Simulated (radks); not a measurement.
P4+, configuration [Ne] 3s0.5 3d0.5 (fractional occupations, a model configuration).

Method: scalar-relativistic Kohn-Sham, BLYP, spin-unpolarised, spherical densities, finite nucleus; Fermi nuclear charge, rms radius 3.1889 fm; computed with a radial shooting solver on a logarithmic mesh with Libxc functionals.

Energy parts (eV):
| part | energy |
|---|---|
| total | -9185.415 |
| kinetic | 9216.774 |
| electron-nucleus | -21269.679 |
| Hartree | 3459.379 |
| exchange-correlation | -591.889 |

Orbitals (lengths in bohr, moments of r in powers of bohr; r(90%) holds 90 % of the orbital's charge):
[
 {"orbital": "1s", "occ.": "2", "eigenvalue (eV)": "-2146.230", "r(90%)": "0.185"},
 {"orbital": "2s", "occ.": "2", "eigenvalue (eV)": "-231.3223", "r(90%)": "0.812"},
 {"orbital": "2p", "occ.": "6", "eigenvalue (eV)": "-182.2825", "r(90%)": "0.802"},
 {"orbital": "3s", "occ.": "0.5", "eigenvalue (eV)": "-59.2560", "r(90%)": "2.35"},
 {"orbital": "3p", "occ.": "0", "eigenvalue (eV)": "-48.4055", "r(90%)": "2.58"},
 {"orbital": "3d", "occ.": "0.5", "eigenvalue (eV)": "-33.9649", "r(90%)": "2.99"},
 {"orbital": "4s", "occ.": "0", "eigenvalue (eV)": "-26.2475", "r(90%)": "4.75"},
 {"orbital": "4d", "occ.": "0", "eigenvalue (eV)": "-17.5768", "r(90%)": "6.02"},
 {"orbital": "4f", "occ.": "0", "eigenvalue (eV)": "-16.3020", "r(90%)": "5.51"}
]

The highest occupied level is 3d at -33.965 eV. The configuration is held as typed, so some empty levels lie below it. Summed over all electrons, <r^2> = 6.029 bohr^2, which gives a Langevin (diamagnetic) susceptibility term of -4.78 x 10^-6 cm^3/mol. The electron density at the nucleus is 2389 e/bohr^3 (large components only). The density falls to 0.001 e/bohr^3 at r = 2.98 bohr.
